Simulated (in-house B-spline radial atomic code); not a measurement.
Zn¹⁸⁺. Computed with a B-spline radial atomic code. Model: all-electron spherical atom, spin shells full or empty, radial basis limit, no spin-orbit coupling: exact exchange with a local potential (Slater, KLI or optimised effective potential, whose far tail is KLI's), no correlation.

The run also made RPA and GW results, which its time includes.

The Slater potential averages the orbital exchange potentials with the orbital densities as weights, KLI adds orbital constants, and the optimised effective potential minimises the exact-exchange energy among local potentials. So their energies lie above Hartree-Fock in the order OEP, KLI, Slater. All fall off as −1/r, unlike LDA and GGA exchange.

Command:
```bash
python run_gw.py task.json out
```
Settings (lengths in bohr, energies in hartree):
```
Z                      30
electrons              12
configuration          [Ne] 3s2
hamiltonian            nr
method                 slater
lmax                   9
spin_polarised         False
box_radius             4.4
intervals              64
ion_configuration      [Ne] 3s1
```

Run time, properties included: 4.8 s on 1 thread of Arm Neoverse N1, with other jobs on the host.

Given: hamiltonian non-relativistic; mean-field start Slater potential.

Computed: energy above Hartree-Fock 78.41 millihartree; virial ratio -E/T less 1 -0.010104.

| radius (bohr) | r times exchange potential (hartree bohr) |
| --- | --- |
| 0.00167 | -0.051634 |
| 0.002 | -0.061793 |
| 0.0024 | -0.074076 |
| 0.00288 | -0.088768 |
| 0.00345 | -0.10613 |
| 0.00414 | -0.12701 |
| 0.00497 | -0.15188 |
| 0.00596 | -0.18116 |
| 0.00716 | -0.21602 |
| 0.00858 | -0.25627 |
| 0.0103 | -0.30343 |
| 0.0124 | ? |
| 0.0148 | -0.41766 |
| 0.0178 | -0.48602 |
| 0.0213 | -0.55778 |
| 0.0256 | -0.63444 |
| 0.0307 | -0.70984 |
| 0.0369 | -0.78081 |
| 0.0442 | -0.83854 |
| 0.0531 | -0.8769 |
| 0.0636 | -0.88876 |
| 0.0764 | -0.88438 |
| 0.0916 | -0.90143 |
| 0.11 | -0.97486 |
| 0.132 | -1.0951 |
| 0.158 | -1.2258 |
| 0.19 | -1.339 |
| 0.228 | -1.4062 |
| 0.273 | -1.4121 |
| 0.328 | -1.3235 |
| 0.393 | -1.1157 |
| 0.472 | -0.95236 |
| 0.566 | -0.93978 |
| 0.679 | -0.97027 |
| 0.815 | -0.9909 |
| 0.978 | ? |
| 1.17 | -0.9999 |

Task: What belongs in the row 0.0124?

Result: r times exchange potential (hartree bohr): -0.35844.

Task: What belongs in the row 0.978?

Result: r times exchange potential (hartree bohr): -0.99836.

```tsv
occupied	level (hartree)	Hartree-Fock level (hartree)
1s	-377.27	-379.34
2s	?	?
2p	-64.234	-63.923
3s	-25.57	-25.23
```

Task: What belongs in the row 2s?

Result: level (hartree): -68.804; Hartree-Fock level (hartree): -69.237.

| empty | level (hartree) |
| --- | --- |
| 3p | -24.118 |
| 3d | -22.044 |
| 4s | -13.426 |
| 4p | -12.84 |
| 4d | ? |
| 4f | -11.42 |

Task: What belongs in the row 4d?

Result: level (hartree): -12.037.

The highest level, 3s, differs from Hartree-Fock by -9.3 eV and the deepest, 1s, by +56.4 eV: the Slater potential lacks the response part and is deeper than the optimised one throughout, so the top level comes too deep.
